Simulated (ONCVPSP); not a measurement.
## Al (Z = 13): one change to an ONCV potential, before and after

- Element: Al (Z = 13)
- Generator: ONCVPSP 4.0.1
- Type: optimised norm-conserving Vanderbilt (ONCV)
- Functional: PBEsol
- Relativity: non-relativistic
- Frozen core: [Ne]
- Valence charge: 3
- Reference configuration: 3s2 3p1
- Partial waves: 3s: rc 1.85 bohr, ncon 4, nbas 8, qcut 2.8 1/bohr, local; 3p: rc 2.55 bohr, ncon 5, nbas 9, qcut 3.1 1/bohr, 2 projectors, debl 3.1 Ha; d scattering state at 0.09 Ha: rc 2.70 bohr, ncon 3, nbas 7, qcut 3.9 1/bohr, 2 projectors, debl 1.9 Ha
- Local potential: the s channel
- Core correction: none

Change: s: qcut 3; p: qcut 3.3; d: qcut 4.1.

Cutoffs: the cutoffs (Ha) at which the residual kinetic energy of the hardest occupied pseudo-wave falls to 1 and 0.1 mHa per electron; they do not see the model core or the augmentation charge, which bear on the density cutoff. Errors are all-electron minus pseudo energies relative to the spin-unpolarised reference configuration.

How do hardness, ghosts and transferability respond?

The potential gets softer (10 Ha and 42 Ha → 6.0 Ha and 38 Ha); the errors of the 4 common tests hardly move; neither file shows a bound ghost.

```tsv
quantity	base	changed
cutoff, loose	10 Ha	6.0 Ha
cutoff, tight	42 Ha	38 Ha
loose cutoff by channel	s 10 Ha, p 2.0 Ha	s 6.0 Ha, p 2.0 Ha
bound ghosts	none	none
GHOST(+) flags under 300 eV	none	none
error for 3s2 3p0, meV [ΔE 5.75 eV]	-0.8	-1.0
error for 3s1 3p0, meV [ΔE 24.88 eV]	+17	+17
error for 3s2 3p0.5, meV [ΔE 2.08 eV]	-0.2	-0.2
error for 3s0 3p3, meV [ΔE 10.34 eV]	+18	+16
s: phases at 1.88 bohr within 0.05 rad from the reference energy up to (Ha; the scan ends near 5)	1.6	1.7
p: phases at 2.58 bohr within 0.05 rad from the reference energy up to (Ha; the scan ends near 5)	to the end of the scan	to the end of the scan
d: phases at 2.74 bohr within 0.05 rad from the reference energy up to (Ha; the scan ends near 5)	4.1	4.2
```

Changed file: The cutoffs count occupied waves only; projector 2 of the d channel, the hardest unoccupied one, needs 19 Ha at the loose tolerance.
